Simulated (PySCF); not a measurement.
Compound: trans-[Cu(OH)2F2]2- (charge -2 and doublet state).
Geometry (PBE0-D3(BJ)/def2-SVP, Å), atoms numbered from 1 in this order:
```
atom  x, y, z in Å
Cu1   -0.002    0.002   -0.010
O2     1.938    0.037   -0.156
H3     1.864   -0.901   -0.390
F4    -0.315    1.947    0.012
O5    -1.861   -0.086    0.555
H6    -1.837    0.883    0.538
F7     0.213   -1.882   -0.548
```

Level of theory: PySCF, PBE0-D3(BJ)/def2-SVP geometry optimisation, gas phase.

(1) Which atoms are bound to Cu1, and at what distances?

(2) List the angles at Cu1.

(3) Describe the arrangement about Cu1 in numbers.

(4) What are the other bond lengths?

(5) What are the rotational constants (commonest isotopes, rigid rotor)?

Results:

(1) 4 atoms: O5 1.945 Å, O2 1.945 Å, F7 1.970 Å, F4 1.971 Å. The nearest atom not counted as bound is H3, at 2.11 Å (others tie with it).

(2) 
| angle | degrees | distance of the outer atoms (Å) |
| --- | --- | --- |
| O2–Cu1–O5 | 167.3 | 3.87 |
| F4–Cu1–F7 | 164.6 | 3.91 |
| O2–Cu1–F4 | 98.1 | 2.96 |
| O5–Cu1–F7 | 98.1 | 2.96 |
| F4–Cu1–O5 | 83.6 | 2.61 |
| O2–Cu1–F7 | 83.6 | 2.61 |

(3) Angles from 83.6° to 167.3°; τ4 = (360° − α − β)/141° = 0.20 with α and β the two widest (0 for a square, 1 for a tetrahedron).

(4) O2–H3, O5–H6 0.970 Å.

(5) A = 4303, B = 3080, C = 1849 MHz: an asymmetric top.

Point group: C2 (tolerance 0.08 Å). Charge -2, doublet. ⟨S²⟩ = 0.753 (exact for a doublet: 0.75). Whether so highly charged an anion holds all its electrons in the gas phase wasn't checked; a finite basis holds them in any case. No counter-ion or solvent screens the charge of this multiply charged ion. The geometry's basis has no diffuse functions, a weakness for an anion. Stationary, but not proved a minimum.

For an open-shell metal species like this, the optimisation's SCF solution wasn't tested for stability and no frequencies at its level were run, so a lower state or another shape may exist.
